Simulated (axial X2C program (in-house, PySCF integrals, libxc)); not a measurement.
CrI: bond constants with and without spin–orbit coupling

Computed with an in-house relativistic program for diatomic molecules. Spin-free means the one-electron spin-free X2C Hamiltonian; two-component (2c) means X2C with spin–orbit coupling and atomic mean-field two-electron Coulomb and Gaunt terms, so the difference of the two also holds small scalar two-electron terms. Basis: I dyall-cv3z [11s12p8d4f1g], Cr dyall-cv3z [9s10p6d3f2g] (cores contracted in-house); Gaussian nuclei, density fitting, unrestricted open shells. Masses: I 126.904 u, Cr 51.941 u.

State, spin-free: M_S = 5/2, Λ = 0 (beyond evenly filled blocks: σα, π+α, π-α, δ+α, δ-α); electrons by block: σα: 17, σβ: 16, π+α: 9, π+β: 8, π-α: 9, π-β: 8, δ+α: 3, δ+β: 2, δ-α: 3, δ-β: 2. Fragments: I + Cr.

State, 2c: Ω = 5/2 (⟨Sz⟩ = 2.50, ⟨Lz⟩ = 0.00 at PBE0); electrons by block: 1/2: 25, -1/2: 25, 3/2: 11, -3/2: 11, 5/2: 3, -5/2: 2. Fragments: I + Cr.

```csv
Hamiltonian,level,Re (Å),ωe (cm⁻¹),ωexe (cm⁻¹),Be (cm⁻¹),De (eV),k (mdyn/Å),μ (D)
spin-free,PBE0,2.543,250.1,0.723,0.07072,2.84,1.36,5.53
spin-free,HF,2.676,212.9,0.555,0.06385,1.88,0.985,7.88
spin-free,MP2,2.566,241.7,0.693,0.06949,2.86,1.27,n/a
spin-free,CCSD,2.575,241.3,0.696,0.06896,2.77,1.26,n/a
spin-free,CCSD(T),2.568,243.5,0.72,0.06935,2.84,1.29,n/a
spin-free,BLYP,2.556,242.8,0.739,0.07003,2.85,1.28,4.45
2c,PBE0,2.547,248.0,0.736,0.07051,2.58,1.34,5.47
2c,HF,2.680,211.7,0.557,0.06369,1.58,0.973,7.84
2c,MP2,2.569,240.3,0.691,0.06932,2.58,1.25,n/a
2c,CCSD,2.578,241.1,0.735,0.06882,2.48,1.26,n/a
2c,BLYP,2.561,239.6,0.764,0.06974,2.55,1.25,4.37
```

Correlated methods: 13 electrons correlated (number of frozen shells: I 4 s, 3 p, 2 d; Cr 3 s, 2 p), 311 virtual spin orbitals or spinors in MP2, 90 natural virtuals in coupled cluster.

Dipoles are positive if Cr is the positive end.

The state is one determinant whose occupation by symmetry is held fixed; it was picked as the lowest of a PBE0 search that is not exhaustive. De is counted from the lowest determinant-based energies of the atoms at the same level, without counterpoise correction. Density functionals use the spin component along the axis (collinear). Coupled cluster ran in a truncated set of natural virtual spinors; the MP2 energy of the rest was added. (T) has no such correction and the atoms are truncated less, which lowers De at CCSD(T) by a hundredth of an eV or more. Without a current term, density functionals place determinants with orbital angular momentum somewhat too high. With several unpaired electrons one determinant need not be a pure state. This is the top spin component of a Σ state; components of lower Ω are not single determinants and can lie lower.

No reliable constants came from CCSD(T) (2c): no minimum in range, unconverged points, a curve that is not smooth, a change of character along it, or the two Hamiltonians disagreeing along it.

Rough cost a point (2c) on 1 thread(s) of a shared host, integrals apart: PBE0 1.5 s, HF 1.3 s, BLYP 0.6 s.

The whole task took 3.5 min on 1 thread of Arm Neoverse V2 (shared host).
